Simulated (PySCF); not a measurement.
Compound: C2H8OP2Si2.
Numbering: `[CH3:1][C:2](=[O:3])[SiH:4]1[PH:5][SiH2:6][PH:7]1` (hydrogens: H8, H9, H10 on C1; H11 on Si4; H12 on P5; H13, H14 on Si6; H15 on P7)

Computed by this run: PBE0-D3(BJ)/def2-SVP geometry optimisation, gas phase (PySCF 2.14.0); density fitting, grid level 1; the optimiser is geomeTRIC in internal coordinates, started from a GFN2-xTB structure with every atom displaced at random (about 0.01 Å).

Geometry at step 1:
```
atom  x, y, z in Å
C1      2.6327   -0.5018    0.4770
C2      1.1925   -0.8236    0.2069
O3      0.6540   -1.8201    0.6291
Si4     0.1028    0.4680   -0.7626
P5     -1.6995   -0.5339   -1.7114
Si6    -2.5772    0.2787    0.2419
P7     -0.9020    1.7003    0.8877
H8      3.1772   -0.3905   -0.4746
H9      3.0978   -1.2966    1.0931
H10     2.7042    0.4662    0.9993
H11     0.9498    1.3269   -1.6639
H12    -1.3533   -1.8258   -1.1774
H13    -2.8075   -0.7989    1.2496
H14    -3.8598    1.0213    0.0344
H15    -1.3263    2.7148   -0.0469
```

**Question.** What forces act on the atoms?

**Answer.** 
| atom | Fx (eV/Å) | Fy (eV/Å) | Fz (eV/Å) |
| --- | --- | --- | --- |
| C1 | 0.202 | -0.182 | 0.159 |
| C2 | -0.147 | 0.017 | -0.011 |
| O3 | -0.035 | -0.115 | 0.014 |
| Si4 | 0.194 | 0.237 | -0.096 |
| P5 | 0.073 | -0.106 | 0.130 |
| Si6 | -0.117 | -0.011 | 0.019 |
| P7 | -0.045 | 0.060 | -0.162 |
| H8 | 0.007 | -0.001 | 0.000 |
| H9 | -0.140 | 0.205 | -0.168 |
| H10 | 0.003 | 0.021 | 0.002 |
| H11 | -0.088 | -0.124 | 0.059 |
| H12 | -0.023 | 0.196 | -0.026 |
| H13 | 0.054 | 0.028 | -0.007 |
| H14 | 0.032 | -0.026 | -0.026 |
| H15 | 0.031 | -0.199 | 0.114 |

The largest, 0.32 eV/Å, acts on Si4 (C1 within 3 % of it); the rms over all components is 0.109 eV/Å. The forces sum to zero within rounding, as they must for an isolated molecule in no field.

**Question.** Give the force on Si4 in Eh/bohr and in nN.

**Answer.** 0.322 eV/Å ÷ 51.422 = 0.00625 Eh/bohr, and 0.322 eV/Å × 1.602 = 0.52 nN.

**Question.** How far is this geometry from the end of the optimisation?

**Answer.** 0.029 eV above it, and 0.233 Å rms away after alignment. The bonds farthest from their final lengths, with half the difference of the two atoms' forces along the bond (positive lengthens):

```
   bond  now (Å)  final (Å)  force along bond (eV/Å)
 P7–H15    1.443      1.433                    -0.19
Si4–H11    1.506      1.496                    -0.23
  C1–H9    1.108      1.099                    -0.30
 P5–H12    1.440      1.431                    -0.18
 Si4–P5    2.270      2.262                    +0.08
 Si4–P7    2.292      2.285                    -0.02
```

The angle farthest from its final value is C2–Si4–P5, 111.1° against 108.2°.

Of the 2 listed bonds off by 0.010 Å or more, this force points towards the final length in 2.

The cost below is that of the whole optimisation. The run took 3.5 min of wall time on an Intel Xeon Platinum 8259CL at 2.50 GHz with one thread, no GPU, on a shared host, and the process peaked at 0.64 GiB of memory.
